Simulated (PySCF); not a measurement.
# Correlation energy of Hf (hafnium, neutral)

[Xe] 4f14 5d1 6s2 6p1, one real determinant (an excited configuration). Computed with PySCF 2.14 in def2-TZVPPD with the def2 core potential (60 electrons), with a scalar-relativistic core potential. Frozen: 5s2 5p6; 4 electrons correlated.

```json
{"level": "CCSD", "correlation energy (mhartree)": "-61.82"}
{"level": "(T)", "correlation energy (mhartree)": "-4.56"}
{"level": "CCSD(T)", "correlation energy (mhartree)": "-66.38"}
```

Diagnostics: T1 = 0.087, D1 = 0.1916, largest double amplitude 0.181.

Task: Is a single reference adequate?

Result: Not fully. The real determinant used has ⟨L²⟩ near 8 against 12 for a pure F term, so it mixes terms. Spin-orbit coupling, absent here, splits the open shell strongly. T1 exceeds 0.03, a sign that the reference determinant is poor. A double-excitation amplitude exceeds 0.15, a sign of near-degeneracy.

The reference is one real determinant that mixes LS terms of this configuration.
